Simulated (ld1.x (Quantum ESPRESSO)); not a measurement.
**Configuration tests for beryllium (TM)**

* Element: Be
* Generator: ld1.x (Quantum ESPRESSO) 7.5
* Type: norm-conserving Troullier–Martins (Kleinman–Bylander form)
* Functional: LDA (PZ)
* Relativity: scalar-relativistic
* Frozen core: none
* Valence charge: 4
* Reference configuration: 1s2 2s0 2p0 (charge +2)
* Partial waves: 1s (bound): rc 0.50 bohr; 2p (bound, empty): rc 3.30 bohr
* Local potential: the p channel
* Core correction: none

Energies are relative to the spin-unpolarised reference configuration 1s2 2s0 2p0; without spin polarisation the order of configurations can differ from experiment. Spin-polarised rows fill each open shell by Hund’s rule, majority spin first. Not all tests gave a result: 1 of 9 tests not solved or not reliable. Left out of the table: 1s2 2s1.5 2p0 (spin-polarised) (solver errors, printed error +1.8 eV).

| valence configuration | charge | ΔE all-electron (eV) | error AE − PS (meV) |
| --- | --- | --- | --- |
| 1s2 2s2 2p0 | 0 | -27.298 | +1995 |
| 1s2 2s1 2p0 | +1 | -17.779 | +1344 |
| 1s2 2s1.5 2p0 | +0.5 | -23.547 | +1758 |
| 1s2 2s0 2p1 | +1 | -13.964 | +206 |
| 1s1 2s2 2p0 | +1 | 99.422 | +3172 |
| 1s2 2s1 2p1 | 0 | -23.779 | +1173 |
| 1s2 2s1 2p0 (spin-polarised) | +1 | -18.254 | +1400 |

Problem. What are ΔE and the potential's error for 1s2 2s0 2p2?

Solution. ΔE = -20.227 eV all-electron; the error (AE − PS) is +264 meV.

Levels in the configuration 1s2 2s0 2p1:

```csv
level,all-electron (eV),pseudo (eV)
1s,-116.842,-117.029
2p,-9.915,-10.089
```
